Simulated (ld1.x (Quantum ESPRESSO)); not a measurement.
**An all-electron radial function and its pseudo partner (aluminium)**

Columns: radius, all-electron u(r) and pseudo u(r) of the 3p shell (level -2.79 eV) of aluminium in the configuration [Ne] 3s2 3p1; LDA (PZ), scalar-relativistic, PAW scheme, ld1.x (Quantum ESPRESSO) 7.5.

```csv
r (bohr),all-electron,pseudo
0.180,0.1513,-0.0093
0.360,0.2185,-0.0365
0.540,0.1668,-0.0794
0.720,0.0630,-0.1346
0.900,-0.0536,-0.1978
1.080,-0.1647,-0.2643
1.260,-0.2627,-0.3299
1.440,-0.3449,-0.3904
1.620,-0.4115,-0.4430
1.800,-0.4633,-0.4856
1.980,-0.5018,-0.5175
2.160,-0.5285,-0.5391
2.340,-0.5451,-0.5515
2.520,-0.5531,-0.5563
2.700,-0.5540,-0.5551
2.880,-0.5492,-0.5493
3.060,-0.5398,-0.5398
3.240,-0.5267,-0.5267
3.420,-0.5109,-0.5109
3.600,-0.4929,-0.4929
3.780,-0.4735,-0.4735
3.960,-0.4531,-0.4531
4.140,-0.4321,-0.4321
4.320,-0.4108,-0.4108
4.500,-0.3895,-0.3895
4.680,-0.3685,-0.3685
```

(1) How many radial nodes do the two functions have?

(2) At about which radius was the pseudo-wave matched?

(3) Where does each function peak?

(4) Is the pseudo-wave norm-conserving?

Results:

(1) The all-electron 3p function has n − l − 1 = 1; the pseudo-wave has 0, since the states of the same l below it are removed with the core.

(2) 3.05 bohr, where the columns begin to agree (steps of 0.18 bohr).

(3) Outermost all-electron maximum near 2.70 bohr, pseudo maximum near 2.52 bohr (to the table’s step).

(4) No, it belongs to a PAW set: the norm inside the radius is not constrained, and the difference is carried by the augmentation charge.
